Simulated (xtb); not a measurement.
xtb input (GFN2-xTB):

```bash
xtb mol.xyz --gfn 2 --sp --chrg -1 --uhf 0
```
mol.xyz:
```
14

Si    -1.11434602    -0.28224919    -0.62826060
C     -1.23903924     1.66816211    -0.55430846
C     -1.40732697    -0.57357463     1.28703304
O      0.66191198    -0.40217060    -0.64180422
Si     1.94105509    -0.22625074     0.30355590
H     -2.27856843     1.96839826    -0.37064967
H     -0.93592120     2.11895149    -1.50546693
H     -0.61716515     2.10292784     0.24090079
H     -1.20759565    -1.61251274     1.57073924
H     -0.78871987     0.07667366     1.92349262
H     -2.45765205    -0.36984279     1.53046026
H      3.19947542    -0.26839121    -0.50555539
H      2.09046348    -1.30496512     1.33004363
H      2.00465798     1.05759975     1.06998753
```

End of the output:

```
         :::::::::::::::::::::::::::::::::::::::::::::::::::::
         ::                     SUMMARY                     ::
         :::::::::::::::::::::::::::::::::::::::::::::::::::::
         :: total energy             -16.625151142663 Eh    ::
         :: gradient norm              0.038589343183 Eh/a0 ::
         :: HOMO-LUMO gap              3.140046954511 eV    ::
         ::.................................................::
         :: SCC energy               -16.778087371144 Eh    ::
         :: -> isotropic ES            0.144325431061 Eh    ::
         :: -> anisotropic ES         -0.004562056518 Eh    ::
         :: -> anisotropic XC         -0.003060466882 Eh    ::
         :: -> dispersion             -0.012322038561 Eh    ::
         :: repulsion energy           0.152936228481 Eh    ::
         :: add. restraining           0.000000000000 Eh    ::
         :: total charge              -1.000000000000 e     ::
         :::::::::::::::::::::::::::::::::::::::::::::::::::::

           -------------------------------------------------
          |                Property Printout                |
           -------------------------------------------------

    * Orbital Energies and Occupations

         #    Occupation            Energy/Eh            Energy/eV
      -------------------------------------------------------------
         1        2.0000           -0.5590576             -15.2127
       ...           ...                  ...                  ...
         4        2.0000           -0.3863329             -10.5127
         5        2.0000           -0.3532642              -9.6128
         6        2.0000           -0.2909459              -7.9170
         7        2.0000           -0.2900607              -7.8930
         8        2.0000           -0.2875286              -7.8241
         9        2.0000           -0.2821441              -7.6775
        10        2.0000           -0.2782868              -7.5726
        11        2.0000           -0.2750535              -7.4846
        12        2.0000           -0.2687302              -7.3125
        13        2.0000           -0.2446365              -6.6569
        14        2.0000           -0.2379511              -6.4750
        15        2.0000           -0.1804327              -4.9098
        16        2.0000           -0.1116941              -3.0394 (HOMO)
        17                          0.0037005               0.1007 (LUMO)
        18                          0.0206476               0.5619
        19                          0.0243750               0.6633
        20                          0.0451373               1.2282
        21                          0.0588950               1.6026
        22                          0.1435109               3.9051
        23                          0.1486951               4.0462
        24                          0.1990139               5.4154
        25                          0.2533950               6.8952
        26                          0.2670387               7.2665
        27                          0.2930375               7.9740
       ...                                ...                  ...
        39                          0.9842384              26.7825
      -------------------------------------------------------------
                  HL-Gap            0.1153946 Eh            3.1400 eV
             Fermi-level           -0.0539968 Eh           -1.4693 eV

     #   Z          covCN         q      C6AA      α(0)
     1  14 Si       2.537     0.237   187.553    30.030
     2   6 C        3.634    -0.163    24.110     7.066
     3   6 C        3.633    -0.164    24.131     7.070
     4   8 O        1.529    -0.496    22.909     6.456
     5  14 Si       3.545     0.500    99.167    19.189
     6   1 H        0.924    -0.066     4.506     3.320
     7   1 H        0.924    -0.059     4.325     3.252
     8   1 H        0.923    -0.037     3.779     3.040
     9   1 H        0.924    -0.062     4.399     3.280
    10   1 H        0.923    -0.039     3.842     3.065
    11   1 H        0.924    -0.065     4.492     3.315
    12   1 H        0.907    -0.212    11.771     5.367
    13   1 H        0.907    -0.192    10.217     5.000
    14   1 H        0.907    -0.182     9.533     4.830

 Mol. C6AA /au·bohr⁶  :       3546.014057
 Mol. C8AA /au·bohr⁸  :     119953.916034
 Mol. α(0) /au        :        104.281283

Wiberg/Mayer (AO) data.
largest (>0.10) Wiberg bond orders for each atom

 ---------------------------------------------------------------------------
     #   Z sym  total        # sym  WBO       # sym  WBO       # sym  WBO
 ---------------------------------------------------------------------------
     1  14 Si   2.352 --     2 C    0.846     3 C    0.845     4 O    0.646
     2   6 C    3.904 --     6 H    1.005     7 H    1.004     8 H    0.991
                             1 Si   0.846
     3   6 C    3.900 --    11 H    1.006     9 H    1.004    10 H    0.991
                             1 Si   0.845
     4   8 O    2.247 --     5 Si   1.472     1 Si   0.646
     5  14 Si   4.112 --     4 O    1.472    14 H    0.869    13 H    0.864
                            12 H    0.854
     6   1 H    0.996 --     2 C    1.005
     7   1 H    0.996 --     2 C    1.004
     8   1 H    0.999 --     2 C    0.991
     9   1 H    0.996 --     3 C    1.004
    10   1 H    0.998 --     3 C    0.991
    11   1 H    0.996 --     3 C    1.006
    12   1 H    0.955 --     5 Si   0.854
    13   1 H    0.963 --     5 Si   0.864
    14   1 H    0.967 --     5 Si   0.869
 ---------------------------------------------------------------------------

Topologies differ in total number of bonds
Writing topology from bond orders to xtbtopo.mol

molecular dipole:
                 x           y           z       tot (Debye)
 q only:       -0.261      -0.481      -0.586
   full:        0.498       0.439       0.722       2.493
molecular quadrupole (traceless):
                xx          xy          yy          xz          yz          zz
 q only:       -5.381       4.257       1.734       3.033       3.518       3.647
Note: The following floating-point exceptions are signalling: IEEE_UNDERFLOW_FLAG IEEE_DENORMAL
normal termination of xtb
  q+dip:       -7.803       0.807       4.462      -2.128       0.735       3.341
   full:       -5.854      -0.454       4.062      -3.684      -1.012       1.792

           -------------------------------------------------
          | TOTAL ENERGY              -16.625151142663 Eh   |
          | GRADIENT NORM               0.038589343183 Eh/α |
          | HOMO-LUMO GAP               3.140046954511 eV   |
           -------------------------------------------------

------------------------------------------------------------------------
------------------------------------------------------------------------
 total:
 SCF:
```

It need not be the lowest isomer of its formula. Whether it binds its extra electron was not tested at this geometry.
